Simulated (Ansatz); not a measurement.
Total energies of the cluster Ag₂O⁺ (the lowest doublet isomer of a short search) from Ansatz at PBE-D4/def2-TZVP, gas phase (1 Eh = 27.2114 eV = 2625.5 kJ/mol). The reference geometry is relaxed at r2SCAN-D4/def2-TZVP.

```
atom    x (Å)    y (Å)    z (Å)
 Ag1   0.6459   1.4122  -1.2261
 Ag2  -0.7505  -1.5914   0.9049
  O3   0.1046   0.1792   0.3212
```

```json
{"state": "charge 1 doublet", "geometry": "reference", "energy (Eh)": "-368.86187"}
{"state": "charge 0 singlet", "geometry": "reference", "energy (Eh)": "-369.13276"}
{"state": "charge 1 quartet", "geometry": "relaxed at r2SCAN-D4/def2-TZVP", "energy (Eh)": "-368.77306"}
```

In the def2 sets Ag takes a core potential; there is no spin–orbit coupling.

Question: Work out the vertical electron affinity, to the singlet.

Answer: E(charge 1 doublet) − E(charge 0 singlet) = -368.86187 − (-369.13276) = 0.27089 Eh = 7.37 eV.

Question: Which of the charge 1 states is lowest, and how far above it are the others?

Answer: The doublet. quartet: -368.77306 − (-368.86187) = 0.08881 Eh = 233.2 kJ/mol.

The structure comes from a short search, and lower isomers may exist.
